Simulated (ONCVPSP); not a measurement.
**An odd input for ONCVPSP 4.0.1 (phosphorus (P))**

Command:

```bash
oncvpsp.x < P.dat > P.out
```

Input:

```
# ATOM AND REFERENCE CONFIGURATION
# atsym  z   nc   nv     iexc    psfile
  P 15.00    1    4  -001012      upf
#
#   n    l    f
    1    0    2.00
    2    0    2.00
    2    1    6.00
    3    0    2.00
    3    1    3.00
#
# PSEUDOPOTENTIAL AND OPTIMIZATION
# lmax
    1
#
#   l,   rc,      ep,       ncon, nbas, qcut
    0    0.85    0.00    4    7   13.00
    1    0.90    0.00    4    7   17.70
#
# LOCAL POTENTIAL
# lloc, lpopt,  rc(5),   dvloc0
    4    5    0.10    0.00
#
# VANDERBILT-KLEINMAN-BYLANDER PROJECTORs
# l, nproj, debl
    0    2    2.40
    1    3    2.30
#
# MODEL CORE CHARGE
# icmod, fcfact, rcfact
    2    0.45    0.60
#
# LOG DERIVATIVE ANALYSIS
# epsh1, epsh2, depsh
   -8.00    5.00    0.04
#
# OUTPUT GRID
# rlmax, drl
    6.00    0.01
#
# TEST CONFIGURATIONS
# ncnf
    4
# nvcnf
#   n    l    f
    4
    2    0    2.00
    2    1    6.00
    3    0    2.00
    3    1    2.00
#
    4
    2    0    2.00
    2    1    6.00
    3    0    2.00
    3    1    1.00
#
    4
    2    0    2.00
    2    1    6.00
    3    0    2.00
    3    1    0.00
#
    4
    2    0    2.00
    2    1    6.00
    3    0    2.00
    3    1    2.50
#
```

This is an input that runs to its end, with one change: rc(5) set to 0.10 bohr.

Question: How does the run end?

Answer: The program runs through. Ghost flags: GHOST(+) s at 599.5 eV; the largest excitation error among the 4 tests with output is 9.58 meV, against 9.31 meV for the unchanged input.

```

   n   l     f        eae           eps        diff
   1   0  2.0000  -76.48065564
   2   0  2.0000   -6.54673647   -6.54666330    7.32D-05
   2   1  6.0000   -4.75996336   -4.75960639    3.57D-04
   3   0  2.0000   -0.67861524   -0.67858954    2.57D-05
   3   1  2.5000   -0.35827485   -0.35823904    3.58D-05

    Total energies and differences
      AE_ref= -3.40788524D+02  AE_tst= -3.40648212D+02  dif=  1.40D-01
      PS_ref= -1.23447509D+02  PS_tst= -1.23307202D+02  dif=  1.40D-01
      PSP excitation error=  4.63D-06
```
